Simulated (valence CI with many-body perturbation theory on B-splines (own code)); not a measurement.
Results of a calculation; reference values are marked as such.
Ru XL: magnetic and hyperfine properties of the levels

Level of theory: configuration interaction combined with many-body perturbation theory (CI+MBPT): three valence electrons over a frozen Dirac-Fock core [He], a basis of 11 s, 11 p, 10 d, 8 f, 5 g, 2 h functions for each j, with the one-electron correlation potential Σ1 (screened to all orders), the two-electron term Σ2, the three-electron term Σ3, Breit, model QED; selected single and double excitations, second order for the rest, scaled by the run's own slope (own B-spline code, finite nucleus).

The last digits are not significant, and no measured levels were compared; by estimate large intervals hold to a few tenths of a per cent, small ones and those within an open d or f shell to about a per cent.

A/g_I is the dipole constant over the nuclear g factor μ/I (μ in nuclear magnetons, uniformly magnetised nucleus), B/Q the quadrupole constant per barn. Both hold the static response of the core; the bare values leave it out. Large factors of s and p1/2 electrons are usually good to 5 to 10 %; those of open d and f shells near neutrality can be off by tens of per cent, and small factors of p3/2, d and f electrons come from cancelling terms and can be off by a factor of two or in sign, in half-filled shells by more. B is blank for J = 1/2, where it vanishes, and for nearly pure S terms. Energies count from the lowest level.

Levels are named by their leading jj configuration (3d3/2^4 stands for four electrons in 3d with j = 3/2), which in mixed levels can hold well under half, so a name can repeat and another be missing. Letters in brackets count levels of one name in rising energy.

| Level | E (eV) | g | A/g_I (MHz) | A/g_I bare | B/Q (MHz/b) | B/Q bare |
| --- | --- | --- | --- | --- | --- | --- |
| (2s^2 2p1/2) J=1/2 | 0.0 | 0.650 | 965000 | 957000 |  |  |
| (2s 2p1/2^2) J=1/2 | 119.4 | 2.326 | 2720000 | 2690000 |  |  |
| (2s^2 2p3/2) J=3/2 | 146.4 | 1.322 | 161000 | 166000 | 302000 | 303000 |
| (2s 2p1/2 2p3/2) J=3/2 [a] | 231.2 | 1.681 | 770000 | 766000 | 240000 | 241000 |
| (2s 2p1/2 2p3/2) J=5/2 | 256.0 | 1.399 | 871000 | 865000 | 111000 | 111000 |
| (2s 2p1/2 2p3/2) J=3/2 [b] | 296.4 | 0.937 | -5090 | 3660 | 238000 | 239000 |
| (2s 2p1/2 2p3/2) J=1/2 | 300.6 | 1.152 | -701000 | -680000 |  |  |
| (2s 2p3/2^2) J=5/2 | 396.4 | 1.376 | 747000 | 741000 | 191000 | 191000 |
| (2p1/2^2 2p3/2) J=3/2 | 429.5 | 1.419 | 131000 | 143000 | 254000 | 254000 |
| (2s 2p3/2^2) J=1/2 | 454.1 | 1.820 | 2940000 | 2890000 |  |  |
| (2s 2p3/2^2) J=3/2 | 455.2 | 1.213 | -380000 | -362000 | -117000 | -118000 |
| (2p1/2 2p3/2^2) J=3/2 | 552.8 | 1.408 | -2370 | 10100 | 70200 | 70400 |
| (2p1/2 2p3/2^2) J=5/2 | 569.1 | 1.187 | 314000 | 319000 | -1530 | -1530 |
| (2p1/2 2p3/2^2) J=1/2 | 599.7 | 0.650 | 967000 | 955000 |  |  |
| (2p3/2^3) J=3/2 | 726.6 | 1.272 | 159000 | 167000 | -322000 | -323000 |
| (2s^2 3s) J=1/2 | 3282.7 | 1.996 | 876000 | 865000 |  |  |
| (2s^2 3p1/2) J=1/2 | 3325.8 | 0.670 | 276000 | 274000 |  |  |
| (2s^2 3p3/2) J=3/2 | 3365.3 | 1.374 | 369000 | 366000 | 68600 | 68700 |
| (2s 2p1/2 3s) J=1/2 [a] | 3367.0 | 2.437 | 1730000 | 1700000 |  |  |
| (2s 2p1/2 3s) J=3/2 | 3385.1 | 1.560 | 1250000 | 1230000 | -69100 | -69300 |
| (2s 2p1/2 3s) J=1/2 [b] | 3396.0 | 0.747 | 1400000 | 1390000 |  |  |
| (2s^2 3d3/2) J=3/2 | 3403.6 | 0.811 | 117000 | 116000 | 15700 | 15900 |
| (2s 2p1/2 3p1/2) J=1/2 [a] | 3403.7 | 0.246 | -195000 | -189000 |  |  |
| (2s^2 3d5/2) J=5/2 | 3416.8 | 1.196 | 17200 | 17100 | 23800 | 24000 |
| (2s 2p1/2 3p1/2) J=3/2 | 3418.9 | 1.148 | 1270000 | 1260000 | -79200 | -79400 |
| (2s 2p1/2 3p1/2) J=1/2 [b] | 3438.3 | 2.085 | 2920000 | 2880000 |  |  |
| (2s 2p1/2 3p3/2) J=3/2 [a] | 3453.9 | 1.420 | 180000 | 179000 | 78600 | 78800 |
| (2s 2p1/2 3p3/2) J=1/2 | 3466.1 | 1.236 | -1060000 | -1050000 |  |  |
| (2s 2p1/2 3p3/2) J=5/2 | 3468.7 | 1.359 | 784000 | 775000 | 3660 | 3640 |
| (2s 2p1/2 3p3/2) J=3/2 [b] | 3472.2 | 1.240 | 429000 | 426000 | 79500 | 79700 |
| (2s 2p1/2 3d3/2) J=3/2 [a] | 3479.7 | 0.538 | -274000 | -268000 | 25800 | 26000 |
| (2s 2p1/2 3d3/2) J=5/2 | 3492.6 | 1.068 | 521000 | 515000 | -27900 | -27800 |
| (2s 2p1/2 3d5/2) J=5/2 [a] | 3500.2 | 1.385 | 487000 | 481000 | 40100 | 40400 |
| (2s 2p1/2 3d3/2) J=1/2 | 3505.0 | 0.373 | -1180000 | -1170000 |  |  |
| (2s 2p1/2 3d3/2) J=3/2 [b] | 3505.4 | 1.279 | 559000 | 550000 | 47900 | 48000 |
| (2s 2p1/2 3d5/2) J=7/2 | 3512.7 | 1.257 | 555000 | 548000 | -69100 | -69100 |
| (2s 2p3/2 3s) J=5/2 | 3513.5 | 1.508 | 764000 | 758000 | 256000 | 257000 |
| (2s 2p1/2 3d5/2) J=3/2 | 3522.6 | 1.017 | -475000 | -469000 | 4600 | 4770 |
| (2s 2p1/2 3d5/2) J=5/2 [b] | 3523.9 | 1.072 | 138000 | 137000 | 89800 | 90200 |
| (2s 2p3/2 3s) J=3/2 [a] | 3527.4 | 1.391 | 959000 | 951000 | 207000 | 208000 |

**Question.** Take the isotope of mass number 101, with I = 5/2, μ = -0.718 μN and Q = 0.46 b. What is the hyperfine structure of (2s 2p1/2^2) J=1/2?

**Answer.** From the table A = -782000 MHz. Shifts from the centre of gravity in MHz: F = 2: 1370000, F = 3: -978000.
